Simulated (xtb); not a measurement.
diglyme (C₆H₁₄O₃), SMILES COCCOCCOC. All values are semi-empirical tight-binding results from xtb (GFN2-xTB unless named), good for trends rather than for accurate numbers. Geometry: GFN2-xTB. Other conformers were not sampled.

| Quantity | Result |
|---|---|
| orbital gap | 10.20 eV |
| dipole moment | 1.57 D |
| zero-point energy | 123.0 kcal/mol |
| G − E(el) at 298.15 K (modified RRHO) | 98.9 kcal/mol |
| static polarisability (D4 model) | 90.2 bohr³ |
| solvation energy, GFN2-xTB/ALPB(water) | -3.3 kcal/mol |
| solvation energy, GFN2-xTB/ALPB(ether) | -8.7 kcal/mol |

Computed IR lines (harmonic; lines under 4 % of the strongest left out, lines within 3 cm⁻¹ merged):
ν (cm⁻¹): 300 (w), 959 (w), 980 (m), 1088 (w), 1103 (w), 1121 (vs), 1128 (w), 1167 (w), 1181 (w), 1188 (w), 1239 (w), 1294 (w), 1303 (w), 1488 (w), 2854 (w), 2882 (s), 2887 (m), 2896 (m), 2909 (s), 2920 (m), 2933 (m), 2979 (m), 3025 (w), 3031 (w) (against the strongest line: vs over 80 %, s over 45 %, m over 15 %, w over 4 %, vw less)
